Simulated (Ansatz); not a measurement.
Program: Ansatz 0.2.0.

CH₅BFNTe at its PBE0-D4/def2-TZVP geometry, where that method's forces vanish. Charge 0, multiplicity 1. Te: def2 effective core potential. The bonds changed during the relaxation, so this is another structure than the one it started from.

| atom | x (Å) | y (Å) | z (Å) |
| --- | --- | --- | --- |
| B1 | -0.150 | -1.053 | 0.514 |
| C2 | 0.444 | 0.376 | 0.491 |
| N3 | 1.083 | 0.942 | -0.507 |
| F4 | 0.370 | 1.181 | 1.529 |
| Te5 | -2.304 | -0.405 | 0.102 |
| H6 | 0.258 | -1.734 | -0.388 |
| H7 | -0.172 | -1.519 | 1.619 |
| H8 | 1.322 | 1.921 | -0.493 |
| H9 | 1.215 | 0.411 | -1.350 |
| H10 | -2.066 | -0.120 | -1.517 |

**Question.** For each bond, give half the difference of the two atoms' forces along it (eV/Å; positive pushes the atoms apart) under PBE-D4, r2SCAN-D4, B3LYP-D4, ωB97M-V in def2-TZVPP. (Estimate.)

**Answer.** The calculation gave: 
```tsv
bond	length (Å)	PBE-D4	r2SCAN-D4	B3LYP-D4	ωB97M-V
B1–C2	1.547	-0.45	-0.24	-0.13	0.20
B1–Te5	2.288	0.13	0.14	0.30	-0.03
B1–H6	1.202	0.04	-0.04	-0.12	-0.10
B1–H7	1.200	0.07	-0.05	-0.13	-0.13
C2–N3	1.313	0.45	0.28	0.14	-0.09
C2–F4	1.316	0.76	0.41	0.39	0.11
N3–H8	1.008	0.07	-0.08	-0.05	-0.02
N3–H9	1.006	0.05	-0.08	-0.07	-0.02
Te5–H10	1.661	0.26	0.03	0.08	-0.12
```

B3LYP here is the variant with VWN-RPA as its local correlation; programs differ in this.
